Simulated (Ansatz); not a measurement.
C$_{6}$H$_{12}$, triplet, at the geometry of the source list (a higher spin typed on purpose: for a closed-shell molecule this is an excited state); B3LYP/STO-3G run with Ansatz (an electronic-structure program).

Input for Ansatz:
Ansatz 0.2 input:
```yaml
crystal:
  periodic: [false, false, false]
  atoms:
    - {symbol: C, position_ang: [-0.67120000, 1.11310000, -0.68100000]}
    - {symbol: C, position_ang: [0.74460000, 1.25770000, -0.12960000]}
    - {symbol: C, position_ang: [1.45830000, -0.09140000, -0.13530000]}
    - {symbol: C, position_ang: [0.67120000, -1.11310000, 0.68100000]}
    - {symbol: C, position_ang: [-0.74460000, -1.25770000, 0.12960000]}
    - {symbol: C, position_ang: [-1.45830000, 0.09140000, 0.13530000]}
    - {symbol: H, position_ang: [-0.62190000, 0.78380000, -1.72140000]}
    - {symbol: H, position_ang: [-1.18010000, 2.07930000, -0.65940000]}
    - {symbol: H, position_ang: [1.30590000, 1.97880000, -0.72800000]}
    - {symbol: H, position_ang: [0.69690000, 1.63700000, 0.89380000]}
    - {symbol: H, position_ang: [1.55240000, -0.44610000, -1.16420000]}
    - {symbol: H, position_ang: [2.46480000, 0.01750000, 0.27470000]}
    - {symbol: H, position_ang: [1.18010000, -2.07930000, 0.65940000]}
    - {symbol: H, position_ang: [0.62190000, -0.78380000, 1.72140000]}
    - {symbol: H, position_ang: [-1.30590000, -1.97880000, 0.72800000]}
    - {symbol: H, position_ang: [-0.69690000, -1.63700000, -0.89380000]}
    - {symbol: H, position_ang: [-1.55240000, 0.44610000, 1.16420000]}
    - {symbol: H, position_ang: [-2.46480000, -0.01750000, -0.27470000]}
basis:
  gaussian:
    orbitals: STO-3G
hamiltonian:
  xc: b3lyp
magnetization: {spin_polarized: true, initial_magnetization: 2}
accuracy: high
```

It wrote (shortened):

```
Functional definition: B3LYP
985 factors; integrals over basis functions are off by at most 1.8e-9 eV
mean field evaluation 1: about -6327.2683 eV, gradient 5.7e0 eV
mean field evaluation 2: about -6327.4663 eV, gradient 3.5e0 eV
mean field evaluation 4: about -6327.5486 eV, gradient 3.2e-1 eV
mean field evaluation 8: about -6327.5384 eV, gradient 1.6e-1 eV
mean field evaluation 16: about -6327.5746 eV, gradient 4.3e-2 eV
mean field evaluation 32: about -6327.4387 eV, gradient 2.4e-2 eV
mean field evaluation 64: about -6327.5725 eV, gradient 2.6e-4 eV
mean field evaluation 96: about -6327.5040 eV, gradient 8.2e-1 eV
mean field -6327.57459569 eV, -232.5340774075 hartree, gradient 5.1e-8 eV, S^2 2.002262; 9 other end points of the search recorded, 0 dependent functions left out
reference -6327.57463394 eV, -232.5340788130 hartree; 25, 23 occupied and 17, 19 virtual orbitals, 985 factors
Total energy: -6327.57463394 eV, -232.5340788130 hartree
```
